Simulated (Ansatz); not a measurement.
A run on CH₂BFO₂ (`FB1OCO1`) with other settings.

```yaml
crystal:
  periodic: [false, false, false]
  atoms:
    - {symbol: F, position_ang: [-1.528364, -1.762198, 0.233923]}
    - {symbol: B, position_ang: [-0.672308, -0.786210, 0.100006]}
    - {symbol: O, position_ang: [-0.712805, 0.329718, -0.706887]}
    - {symbol: C, position_ang: [0.548765, 0.605979, -0.091005]}
    - {symbol: O, position_ang: [0.536705, -0.569879, 0.724103]}
    - {symbol: H, position_ang: [0.521675, 1.518691, 0.506431]}
    - {symbol: H, position_ang: [1.367533, 0.595899, -0.812271]}
basis:
  gaussian: {orbitals: def2-SVP, final_grid: {core_spheres: 20, valence_spheres: 16, degree: 47}}
magnetization: {spin_polarized: true, initial_magnetization: 2}
hamiltonian: {xc: {name: PBE-QIDH}}
output: {forces: true}
```

```sh
$ ansatz run in.yaml --threads 2 --pin off --events-out ev --progress --plain --max-ram 4352MiB
```

Output, abridged:

```
Functional definition: PBE-QIDH
774 factors; integrals over basis functions are off by at most 1.4e-3 eV
mean field evaluation 1: about -8520.1023 eV, gradient 2.7e1 eV
mean field evaluation 2: about -8520.2112 eV, gradient 2.7e1 eV
mean field evaluation 4: about -8522.9329 eV, gradient 2.0e0 eV
mean field evaluation 8: about -8522.9614 eV, gradient 9.5e-2 eV
mean field evaluation 16: about -8522.9616 eV, gradient 5.0e-3 eV
mean field -8524.40071799 eV, -313.2659483399 hartree, gradient 1.9e-6 eV, S^2 2.009496; 4 other end points of the search recorded, 0 dependent functions left out
5 core orbitals not correlated: weight in the atoms' cores, before any rotation towards them, 1.000 or more for the frozen orbitals, at most 0.000 for the correlated occupied ones
reference -8524.40072733 eV, -313.2659486830 hartree; 15, 13 occupied and 60, 62 virtual orbitals, 774 factors
second order -21.92718897 eV of doubles, -0.00000000 eV of singles
Total energy: -8531.70979032 eV, -313.5345517937 hartree
Atom 0 at    -1.528364    -1.762198     0.233923 Å, force    -2.042001    -1.830369    -0.028489 eV/Å
Atom 1 at    -0.672308    -0.786210     0.100006 Å, force    -1.166174    -5.524185     3.116727 eV/Å
Atom 2 at    -0.712805     0.329718    -0.706887 Å, force     0.431926     6.074300    -3.973370 eV/Å
Atom 3 at     0.548765     0.605979    -0.091005 Å, force     0.747202    -1.950080     1.843915 eV/Å
Atom 4 at     0.536705    -0.569879     0.724103 Å, force     2.505363     2.411712    -0.080399 eV/Å
Atom 5 at     0.521675     1.518691     0.506431 Å, force    -0.372088     0.555467    -0.230373 eV/Å
Atom 6 at     1.367533     0.595899    -0.812271 Å, force    -0.104229     0.263155    -0.648011 eV/Å
Dipole moment:     0.459048     0.989209    -0.397724 e Å
```

Run time 23 s (2 threads of an Arm Neoverse V1 on a shared host); peak host memory 0.26 GiB.
